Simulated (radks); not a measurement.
Valence configurations of P2+ (all share [Ne]). All-electron calculation, scalar-relativistic Kohn-Sham, r2SCAN, spin-polarised, spherical densities, finite nucleus; open shells are filled with parallel spins first; meta-GGA in the generalised Kohn-Sham scheme; Fermi nuclear charge, rms radius 3.1889 fm. Program: a radial shooting solver on a logarithmic mesh with Libxc functionals. Order these by energy: 3s1.5 3p1.5; 3s0.5 3p2.5; 3p3; 3s2 3p1; 3s1 3p2.

Answer. From the lowest, in eV above it: 3s2 3p1 0.000; 3s1.5 3p1.5 3.667; 3s1 3p2 6.062; 3s0.5 3p2.5 11.284; 3p3 16.497. NIST lists [Ne] 3s2 3p1 as the ground configuration; this level of theory agrees among the configurations tried. The energies are those of spherical high-spin densities, not of single terms.
